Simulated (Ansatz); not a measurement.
Start from `B[CH]([GeH3])Br` and change one atom or group to get `B[CH]([SiH3])[GeH3]`.

Ansatz, PBE0-D4/def2-TZVP geometries, multiplicity 1. 

Scalar relativity is left out up to krypton. Spin–orbit coupling is left out; it splits and shifts lone-pair levels of the heavy atoms by tenths of an eV.

```csv
property,`B[CH]([GeH3])Br`
size of the dipole moment (B3LYP/def2-TZVPP) / D,1.65
HOMO–LUMO gap (PBE0/def2-TZVPP) / eV,5.91
LUMO energy (PBE0/def2-TZVPP) / eV,-1.71
LUMO energy (PBE/def2-TZVPP) / eV,-2.66
size of the dipole moment (PBE/def2-TZVPP) / D,1.61
HOMO energy (B3LYP/def2-TZVPP) / eV,-7.39
```

Problem. What does the change do to each property? (An estimate is asked.)

Solution. Ansatz gave: 
```csv
property,`B[CH]([SiH3])[GeH3]`,shift
size of the dipole moment (B3LYP/def2-TZVPP) / D,0.94,-0.71
HOMO–LUMO gap (PBE0/def2-TZVPP) / eV,7.20,1.29
LUMO energy (PBE0/def2-TZVPP) / eV,-1.30,0.41
LUMO energy (PBE/def2-TZVPP) / eV,-2.26,0.40
size of the dipole moment (PBE/def2-TZVPP) / D,1.05,-0.56
HOMO energy (B3LYP/def2-TZVPP) / eV,-8.31,-0.92
```

With PBE0 the HOMO falls by 0.87 eV and the LUMO rises by 0.41 eV, so the gap widens by about 1.28 eV. PBE moves the HOMO by -0.81 eV and ωB97M-V by -0.89 eV. Dipoles are sizes alone; their direction can turn.

B3LYP here is the variant with VWN-RPA as its local correlation; programs differ in this.
